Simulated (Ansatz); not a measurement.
Conformers of CH5GaO2S, SMILES `C[O][Ga]([OH])[SH]`, each relaxed with PBE0-D4/def2-TZVP in Ansatz. CBS adds the triple-zeta coupled-cluster correction to the MP2 limit.

Outer-core shells of Ga are correlated without core-valence functions. Scalar relativity is left out up to krypton. Spin–orbit coupling is left out.

Not all of them had a frequency check.

Conformer A:

Z-matrix (Å, degrees):
```
C
O 1 1.407
H 1 1.095 2 109.5
H 1 1.095 2 110.1 3 118.8
H 1 1.098 2 113.4 3 -120.3
Ga 2 1.774 1 123.3 3 128.0
S 6 2.185 2 122.0 1 -0.8
O 6 1.775 2 117.6 1 179.5
H 7 1.344 6 91.6 2 -179.1
H 8 0.961 6 112.6 2 -0.0
```

Conformer B:

Cartesian coordinates in Å:
```
C -1.390 0.163 -1.113
O -0.223 -0.552 -0.769
Ga 0.784 -0.105 0.615
O 0.246 1.301 1.564
S 2.573 -1.281 1.049
H -1.609 0.987 -0.425
H -1.282 0.579 -2.120
H -2.248 -0.518 -1.114
H 0.809 1.520 2.309
H 2.341 -2.093 0.003
```

Conformer C:

Cartesian coordinates in Å:
```
C 1.535 -0.243 0.549
O 0.202 0.068 0.869
Ga -1.085 0.176 -0.358
O -0.742 -0.071 -2.087
S -3.108 0.637 0.293
H 2.171 0.049 1.390
H 1.674 -1.318 0.380
H 1.900 0.292 -0.339
H 0.172 -0.292 -2.275
H -2.718 0.702 1.578
```

Task: Which is lowest in electronic energy at CCSD(T)/CBS (frozen core, def2 sets), and by how much? (An estimate is asked.)

Result: Ansatz gave: A; B lies 1.0 kJ/mol higher, C lies 4.6 kJ/mol higher. Gaps under about 2 kJ/mol don't settle the order.

Task: Give the energies relative to A (kJ/mol) with B3LYP-D4/def2-TZVPP, B2PLYP/def2-TZVPP, B3LYP/def2-TZVPP, CCSD(T)/def2-TZVPP, SCS-MP2/def2-QZVPP, HF/CBS(def2), CCSD/CBS(def2). (An estimate is asked.)

Result: Ansatz gave: 
```json
{"level": "B3LYP-D4/def2-TZVPP", "B": "1.4", "C": "4.6"}
{"level": "B2PLYP/def2-TZVPP", "B": "0.9", "C": "4.4"}
{"level": "B3LYP/def2-TZVPP", "B": "0.7", "C": "4.0"}
{"level": "CCSD(T)/def2-TZVPP", "B": "1.2", "C": "4.8"}
{"level": "SCS-MP2/def2-QZVPP", "B": "1.0", "C": "4.7"}
{"level": "HF/CBS(def2)", "B": "0.7", "C": "4.3"}
{"level": "CCSD/CBS(def2)", "B": "1.0", "C": "4.5"}
```

B3LYP here is the variant with VWN-RPA as its local correlation; programs differ in this.
